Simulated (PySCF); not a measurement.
H3Al, charge +1, doublet, geometry from GFN2-xTB (such geometries of metal compounds can be far from the true shape) (a state made from the parent by changing its charge; the spin is typed, not shown lowest); R2SCAN/cc-pVDZ in PySCF.

PySCF was given this input:
```python
from pyscf import gto, scf, dft

mol = gto.M(
    atom='''
Al    0.00000000   -0.00000000    0.00000000
H     0.66355791   -0.46988042    1.38189317
H    -0.28462750    1.55554747   -0.26454621
H    -0.37893041   -1.08566705   -1.11734696
''',
    basis='cc-pvdz',
    charge=1,
    spin=1,
    verbose=4,
)

mf = dft.UKS(mol)
mf.xc = 'r2scan'
mf.kernel()
```

The log (banner, timings and long lists left out):

```
PySCF version 2.14.0

[INPUT] verbose = 4
[INPUT] num. atoms = 4
[INPUT] num. electrons = 15
[INPUT] charge = 1
[INPUT] spin (= nelec alpha-beta = 2S) = 1
[INPUT] symmetry False subgroup None
[INPUT] Mole.unit = angstrom
[INPUT] Symbol           X                Y                Z      unit          X                Y                Z       unit  Magmom
[INPUT]  1 Al     0.000000000000   0.000000000000   0.000000000000 AA    0.000000000000   0.000000000000   0.000000000000 Bohr   0.0
[INPUT]  2 H      0.663557910000  -0.469880420000   1.381893170000 AA    1.253942717689  -0.887945305096   2.611399624707 Bohr   0.0
[INPUT]  3 H     -0.284627500000   1.555547470000  -0.264546210000 AA   -0.537868022520   2.939558692060  -0.499919884192 Bohr   0.0
[INPUT]  4 H     -0.378930410000  -1.085667050000  -1.117346960000 AA   -0.716074695169  -2.051613386964  -2.111479740515 Bohr   0.0

nuclear repulsion = 13.4434136609972
number of shells = 14
number of NR pGTOs = 62
number of NR cGTOs = 33
basis = cc-pvdz
ecp = {}

******** <class 'pyscf.dft.uks.UKS'> ********
method = UKS
initial guess = minao
damping factor = 0
level_shift factor = 0
DIIS = <class 'pyscf.scf.diis.CDIIS'>
diis_start_cycle = 1
diis_space = 8
diis_damp = 0
SCF conv_tol = 1e-09
SCF conv_tol_grad = None
SCF max_cycles = 50
direct_scf = True
direct_scf_tol = 1e-13
number electrons alpha = 8  beta = 7
XC library pyscf.dft.libxc version 7.1.2
    S. Lehtola, C. Steigemann, M. J. T. Oliveira, and M. A. L. Marques,  SoftwareX 7, 1–5 (2018)
XC functionals = r2scan
    J. W. Furness, A. D. Kaplan, J. Ning, J. P. Perdew, and J. Sun,  J. Phys. Chem. Lett. 11, 8208–8215 (2020)
    J. W. Furness, A. D. Kaplan, J. Ning, J. P. Perdew, and J. Sun,  J. Phys. Chem. Lett. 11, 9248–9248 (2020)
    J. W. Furness, A. D. Kaplan, J. Ning, J. P. Perdew, and J. Sun,  J. Phys. Chem. Lett. 11, 8208–8215 (2020)
    J. W. Furness, A. D. Kaplan, J. Ning, J. P. Perdew, and J. Sun,  J. Phys. Chem. Lett. 11, 9248–9248 (2020)
radial grids:
    Treutler-Ahlrichs [JCP 102, 346 (1995); DOI:10.1063/1.469408] (M4) radial grids

becke partition: Becke, JCP 88, 2547 (1988); DOI:10.1063/1.454033
pruning grids: <function nwchem_prune>
grids dens level: 3
symmetrized grids: False
atomic radii adjust function: <function treutler_atomic_radii_adjust>
small_rho_cutoff = 0
Set gradient conv threshold to 3.16228e-05
tot grids = 48608
init E= -243.906219613339

cycle= 1 E= -243.722793815709  delta_E= 0.183  |g|= 0.149  |ddm|= 0.906
cycle= 2 E= -243.655123049414  delta_E= 0.0677  |g|= 0.249  |ddm|=  0.7
cycle= 3 E= -243.737865254107  delta_E= -0.0827  |g|= 0.101  |ddm|= 0.592
cycle= 4 E= -243.727424879857  delta_E= 0.0104  |g|= 0.129  |ddm|= 0.604
cycle= 5 E= -243.737405911908  delta_E= -0.00998  |g|= 0.0949  |ddm|= 0.555
cycle= 6 E= -243.740322783475  delta_E= -0.00292  |g|= 0.0845  |ddm|= 0.537
cycle= 7 E= -243.736488143681  delta_E= 0.00383  |g|= 0.0976  |ddm|= 0.451
cycle= 8 E= -243.739347812065  delta_E= -0.00286  |g|= 0.0955  |ddm|= 0.598
cycle= 9 E= -243.739174480422  delta_E= 0.000173  |g|= 0.0961  |ddm|= 0.00279
cycle= 10 E= -243.743707495937  delta_E= -0.00453  |g|= 0.0775  |ddm|= 0.0957
cycle= 11 E= -243.744123449534  delta_E= -0.000416  |g|= 0.0753  |ddm|= 0.136
cycle= 12 E= -243.734442310738  delta_E= 0.00968  |g|= 0.105  |ddm|= 0.387
cycle= 13 E= -243.735681827659  delta_E= -0.00124  |g|= 0.101  |ddm|= 0.0189
cycle= 14 E= -243.736573127044  delta_E= -0.000891  |g|= 0.0979  |ddm|= 0.00997
cycle= 15 E= -243.739277453694  delta_E= -0.0027  |g|= 0.0886  |ddm|= 0.0391
cycle= 16 E= -243.73089357538  delta_E= 0.00838  |g|= 0.117  |ddm|= 0.102
cycle= 17 E= -243.729459064558  delta_E= 0.00143  |g|= 0.121  |ddm|= 0.00819
cycle= 18 E= -243.7126006025  delta_E= 0.0169  |g|= 0.164  |ddm|= 0.602
cycle= 19 E= -243.724202670228  delta_E= -0.0116  |g|= 0.139  |ddm|= 0.0447
cycle= 20 E= -243.724124013595  delta_E= 7.87e-05  |g|= 0.138  |ddm|= 0.144
cycle= 21 E= -243.737077440795  delta_E= -0.013  |g|= 0.102  |ddm|= 0.0668
cycle= 22 E= -243.744432172581  delta_E= -0.00735  |g|= 0.0749  |ddm|= 0.0877
cycle= 23 E= -243.749747506548  delta_E= -0.00532  |g|= 0.0416  |ddm|= 0.095
cycle= 24 E= -243.752296593781  delta_E= -0.00255  |g|= 0.0131  |ddm|= 0.132
cycle= 25 E= -243.752479202553  delta_E= -0.000183  |g|= 0.00741  |ddm|= 0.0154
cycle= 26 E= -243.752287888501  delta_E= 0.000191  |g|= 0.0129  |ddm|= 0.0166
cycle= 27 E= -243.752294529645  delta_E= -6.64e-06  |g|= 0.0127  |ddm|= 0.000587
cycle= 28 E= -243.752481118657  delta_E= -0.000187  |g|= 0.00723  |ddm|= 0.0149
cycle= 29 E= -243.752528089225  delta_E= -4.7e-05  |g|= 0.00485  |ddm|= 0.00538
cycle= 30 E= -243.75256598057  delta_E= -3.79e-05  |g|= 0.000856  |ddm|= 0.00994
cycle= 31 E= -243.752566922144  delta_E= -9.42e-07  |g|= 0.000398  |ddm|= 0.00108
cycle= 32 E= -243.752567183831  delta_E= -2.62e-07  |g|= 3.5e-05  |ddm|= 0.00108
cycle= 33 E= -243.752567185861  delta_E= -2.03e-09  |g|= 5.21e-06  |ddm|= 0.000103
cycle= 34 E= -243.752567185881  delta_E= -1.93e-11  |g|= 4.06e-06  |ddm|= 2.39e-05
Extra cycle  E= -243.752567159992  delta_E= 2.59e-08  |g|= 0.000122  |ddm|= 0.000349
SCF not converged.
SCF energy = -243.752567159992 after 50 cycles  <S^2> = 0.76616732  2S+1 = 2.0161025
```

Convergence was not reached.
